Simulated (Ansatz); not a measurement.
Job for Ansatz (a program for electronic structure): R-PBE0/def2-TZVPPD on C2H4 (SMILES C=C). The basis file is the Basis Set Exchange's JSON of that set.

Ansatz 0.2 input:
```yaml
crystal:
  periodic: [false, false, false]
  atoms:
    - {symbol: C, position_ang: [-0.66523754, -0.03948826, -0.00470792]}
    - {symbol: C, position_ang: [0.66523754, 0.03948826, 0.00470792]}
    - {symbol: H, position_ang: [-1.29531515, 0.84434446, 0.13678057]}
    - {symbol: H, position_ang: [-1.18427801, -0.99153388, -0.15431815]}
    - {symbol: H, position_ang: [1.29531515, -0.84434445, -0.13678057]}
    - {symbol: H, position_ang: [1.18427801, 0.99153387, 0.15431815]}
basis:
  gaussian:
    orbitals: def2-TZVPPD.json
hamiltonian:
  xc: {name: PBE0}
scf: {lower_state_search: off}
```

The log:

```
WARN ansatz: RAYON_NUM_THREADS=8 ignored (pool sized by the plan → 8); use --threads N
Functional definition: PBE0
these checks for a lower state are left out or cut short: stability, starts, cluster_reference, orbital_swaps, neighbouring_geometries, increment
integrals: 0.03 GiB planned
584 factors; their error is unknown
mean field: 0.43 GiB planned
mean field evaluation 1: about -2131.7214 eV, gradient 4.4e1 eV
mean field evaluation 2: about -2130.7785 eV, gradient 4.7e1 eV
mean field evaluation 4: about -2136.4617 eV, gradient 2.6e-1 eV
mean field evaluation 8: about -2136.4556 eV, gradient 2.5e-3 eV
mean field -2136.45557014 eV, -78.5132940612 hartree, gradient 7.6e-7 eV, S^2 0.000000; 0 other end points of the search recorded, 0 dependent functions left out
reference -2136.45559218 eV, -78.5132948710 hartree; 8, 8 occupied and 134, 134 virtual orbitals, 584 factors
Total energy: -2136.45559218 eV, -78.5132948710 hartree
Checks for a lower state left out: stability, starts, cluster_reference, orbital_swaps, neighbouring_geometries, increment
```

Self-consistency was reached.

Cost: about 1.2 core-seconds (a rough figure).
